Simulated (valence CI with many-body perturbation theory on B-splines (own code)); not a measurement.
Energy levels of Eu4+

Computed by valence CI with perturbative core correlation (CI+MBPT): five valence electrons over a frozen Dirac-Fock core [Xe], radial functions for each j: 7 s, 7 p, 7 d, 7 f, 4 g, 2 h, with the one-electron correlation potential Σ1, the two-electron term Σ2, the three-electron term Σ3, Breit, model QED; the open f shell's mean field enters the energy denominators; selected CI, second order for the rest, scaled by the run's own slope (own B-spline code, finite nucleus).

Against measured spectra of neutral and singly charged lanthanides and actinides this method errs by a few hundred cm⁻¹ within a configuration and by up to about 5,000 between configurations. No measured spectrum was set against this ion. As an estimate, terms of the open shell hold to a few per cent of their energy, and close levels can change places. Core correlation moves these levels by up to 5300 cm⁻¹, and in measured spectra 5 to 20 % of such shifts remained as error; rates that hang on mixing are uncertain with them. Not all symmetries were solved, so the list stops early. Among the levels kept, up to 960 cm⁻¹ of a level comes from second order outside the variational space, and about a tenth of that is noise between levels of different J, which matters for small intervals. Only levels of the ground parity were solved; by the run's estimate the other parity begins above the list, which can be wrong where configurations are misplaced.

Levels 1 to 19 of 19, with energies above the lowest level, 4f5 6H°_5/2. "Leading %" is the weight of the configuration and term that name the level; weights of strongly mixed levels are sums over their largest components and can fall short. Lifetimes count E1, E2, E3, M1 and M2 decay at the calculated energies, and are blank where another channel may lead or the interval is too uncertain; long ones can be off by a factor of two.

```
No.  Configuration  Term     J  E (eV)  Leading %  Second component  Lifetime
  1            4f5   6H°   5/2  0.0000         93       5 % 4f5 4G°          
  2            4f5   6H°   7/2  0.1655         94                      4.96 s
  3            4f5   6H°   9/2  0.3559         95                      2.58 s
  4            4f5   6H°  11/2  0.5640         95                      2.09 s
  5            4f5   6H°  13/2  0.7811         94                      2.37 s
  6            4f5   6F°   1/2  0.9249         94                     11100 s
  7            4f5   6F°   3/2  0.9625         93                      47.4 s
  8            4f5   6H°  15/2   1.003         92       5 % 4f5 4I°    3.96 s
  9            4f5   6F°   5/2   1.040         91                      11.5 s
 10            4f5   6F°   7/2   1.177         92                      5.94 s
 11            4f5   6F°   9/2   1.363         94                      4.12 s
 12            4f5   6F°  11/2   1.581         95                      4.94 s
 13            4f5   4G°   5/2   2.588         51      29 % 4f5 4F°   56.9 ms
 14            4f5   4F°   3/2   2.753         93                      111 ms
 15            4f5   4M°  15/2   2.874         69      10 % 4f5 2L°    1.07 s
 16            4f5   4G°   7/2   2.928         60      27 % 4f5 4F°   65.9 ms
 17            4f5   4I°   9/2   2.951         92                      151 ms
 18            4f5   4I°  11/2   3.013         65      28 % 4f5 4K°    114 ms
 19            4f5   4I°  13/2   3.064         41      30 % 4f5 4K°    132 ms
```

Names give the largest LS component (configuration and term), which can be under half, so a name can repeat, a term be missing and a line seem to break the LS rules; names also repeat where a configuration has a term twice.

The ionisation energy to 4f4 5I_4 of the next ion comes out as 63.061 eV (NIST: 63.2 ± 0.4 eV (semi-empirical)). All 19 levels together are meant to be complete up to 3.146 eV.
